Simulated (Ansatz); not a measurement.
Species: germyl acetate, C$_{2}$H$_{6}$GeO$_{2}$, net charge 0, singlet state. SMILES: CC(=O)[O][GeH3]
Geometry from a B3LYP-D3(BJ)/def2-TZVP (Ansatz, an electronic-structure program) optimisation:
```
C
O 1 1.2111
O 1 1.3367 2 122.35
C 1 1.5039 2 124.77 3 -180.00
H 4 1.0862 1 109.93 2 0.00
H 4 1.0908 5 110.14 1 120.93
H 4 1.0908 5 110.14 6 118.14
Ge 3 1.8435 1 114.72 2 0.00
H 8 1.5299 3 108.88 1 62.14
H 8 1.5299 9 113.55 3 121.47
H 8 1.5337 9 112.18 10 128.50
```
Charge 0, spin multiplicity 1.

Quantity: atomisation energy (electronic, to ground-state atoms), in kcal/mol. Valence correlation only, unless marked. Open shells are spin-unrestricted. Spin-orbit coupling is left out. The frozen core is the preceding noble-gas configuration, with the filled d and f shells of earlier blocks. Non-relativistic. The coupled-cluster limit lacks core correlation, which all-electron functionals hold. CBS marks a two-point X^-3 extrapolation of the correlation energy; Hartree-Fock from the larger set.

| level | program | atomisation energy (kcal/mol) |
|---|---|---|
| B2GP-PLYP/def2-TZVPD | Ansatz | 976.7 |
| MP2/6-31G | Ansatz | 830.6 |
| MP2/CBS(cc-pVTZ,cc-pVQZ) | Ansatz | 1012.5 |

Problem. Estimate the value at CCSD(T)/CBS(aug-cc-pVTZ,aug-cc-pVQZ) as computed with Ansatz.

Solution. 993.0 kcal/mol, so MP2/CBS(cc-pVTZ,cc-pVQZ) differs from it by 19.5 kcal/mol.
